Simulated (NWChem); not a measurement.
System: C2H4ClNSi; SMILES N#CC[SiH2]Cl

```xyz
9

N     -1.0708    -2.6226    -0.3091
C     -0.2290    -1.9398     0.0985
C      0.8187    -1.0621     0.5788
Si     0.8758     0.6159    -0.3064
Cl    -0.8443     1.6665     0.1224
H      0.6913    -0.8846     1.6597
H      1.8003    -1.5489     0.4427
H      2.0485     1.3644     0.2220
H      0.9779     0.4156    -1.7751
```
Atoms are numbered in this order, from 1.

Level: PBE0/def2-SVP (NWChem), optimised geometry, unscaled harmonic frequencies. 

**Question.** List the harmonic frequencies with IR intensities, and the thermochemistry.

**Answer.** 
```csv
frequency (cm⁻¹),IR intensity (km/mol)
56,3.8
126,1.8
208,7.3
380,0.4
463,2.9
544,38.7
568,43.7
678,6.6
685,12.0
788,27.4
893,229.1
945,116.7
989,1.4
1155,6.8
1194,25.8
1398,14.0
2265,90.9
2283,79.8
2407,25.2
3070,2.9
3136,2.5
```

The zero-point energy is 34.6 kcal/mol and the thermal correction to the enthalpy at 298.15 K (with zero-point energy) comes out as 39.2 kcal/mol. The heat capacity Cv comes out as 21.1 cal/(mol K) and the entropy at 298.15 K and 1 atm (symmetry number 1) is 81.2 cal/(mol K). The dipole moment is 4.16 D.

Rigid rotor and harmonic oscillator; modes under 100 cm⁻¹ make the entropy uncertain.
